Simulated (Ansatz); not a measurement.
`C[CH2][Ge][F]` → `[F][GeH]` + ethylene at 600 K and 1 bar (β-hydride elimination).

Computed with Ansatz on PBE0-D4/def2-TZVP structures; ΔE is electronic, products minus reactants. CBS: MP2 limit from def2 TZ/QZ plus the TZ coupled-cluster correction, frozen cores. This one scheme is used for every species. For Ge outer-core shells are correlated without core-valence functions, which leaves a few kJ/mol of doubt a bond. Scalar relativity is left out up to krypton. One conformer a species, not always the lowest.

```json
{"species": "`C[CH2][Ge][F]`", "CCSD(T)/CBS energy (Eh)": "-2255.03793", "H − E (kJ/mol)": "224.0", "S (J/(mol·K))": "410.6"}
{"species": "`[F][GeH]`", "CCSD(T)/CBS energy (Eh)": "-2176.50038", "H − E (kJ/mol)": "43.8", "S (J/(mol·K))": "283.3"}
{"species": "`C=C`", "CCSD(T)/CBS energy (Eh)": "-78.48111", "H − E (kJ/mol)": "161.6", "S (J/(mol·K))": "257.2"}
```

H − E and S are ideal-gas, rigid-rotor, harmonic terms from PBE0-D4/def2-TZVP, for one conformer and one mirror image of each species. 1 Eh = 2625.50 kJ/mol, R = 8.31446 J/(mol·K).

**Question.** By hand: ΔE, ΔH, ΔS and ΔG.

**Answer.** ΔE = (-2176.50038) + (-78.48111) − (-2255.03793) = 0.05644 Eh = 148.2 kJ/mol. Δ(H − E) = 43.8 + 161.6 − 224.0 = -18.6, so ΔH = 129.6 kJ/mol. ΔS = 283.3 + 257.2 − 410.6 = 129.9 J/(mol·K). ΔG = 129.6 − 600 × (129.9)/1000 = 51.7 kJ/mol.

**Question.** By hand: the equilibrium constant, and the temperature at which ΔG would vanish if ΔH and ΔS stayed fixed.

**Answer.** log₁₀ K = −ΔG/(RT ln 10) = -4.5. ΔG = 0 at ΔH/ΔS = 998 K.

The number of gas molecules changes by +1, which sets the sign of ΔS. A doubt of 5 kJ/mol in ΔE shifts log₁₀ K by 0.4 here. Other conformers and mirror images would add mixing entropy, several J/(mol·K) or more a flexible species. Modes under 60 cm⁻¹, often nearly free rotors, make the harmonic entropy too high. These are equilibria of isolated gas molecules and say nothing of rates. Largest T1 diagnostic: 0.014 (customary marks: 0.02 for closed shells, 0.045 for open ones).
